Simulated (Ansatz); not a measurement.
BeF2 (SMILES [F][Be][F]) at its CCSD(T)/cc-pVQZ minimum, average atomic masses, point group D∞h.
(charge 0, multiplicity 1):
| atom | x (Å) | y (Å) | z (Å) |
|---|---|---|---|
| F | 0.0000 | 0.0000 | -1.3784 |
| Be | 0.0000 | 0.0000 | 0.0000 |
| F | 0.0000 | 0.0000 | 1.3784 |

Frozen-core correlation.

Programs: Ansatz (Gaussian orbitals). Values without a source in brackets are computed.

Harmonic frequencies (cm⁻¹): 341 341 729 1585.

### Question
Work out the rotational constants, the zero-point energy, and the ideal-gas entropy and heat capacity at 298.15 K and 1 bar (rigid rotor, harmonic oscillator).

### Answer

Principal moments 72.189 u Å² give 16.8576/I = 0.2335 cm⁻¹. Zero point: Σω/2 = 1498 cm⁻¹ = 4.28 kcal/mol. Translation R(1.5 ln M + 2.5 ln T − 1.1517) with M = 47.009 u: 156.88 J/(mol K). Rotation with σ = 2: q = 443.7, S = R(ln q + 1) = 58.99. Vibration, summed over R(u/(eᵘ − 1) − ln(1 − e⁻ᵘ)) with u = 1.43878ω/T: 11.29, of which the lowest mode gives 5.06. S° = 227.2 J/(mol K); C_p = 7R/2 + 16.81 = 45.91 J/(mol K).

Ansatz is an electronic-structure program.
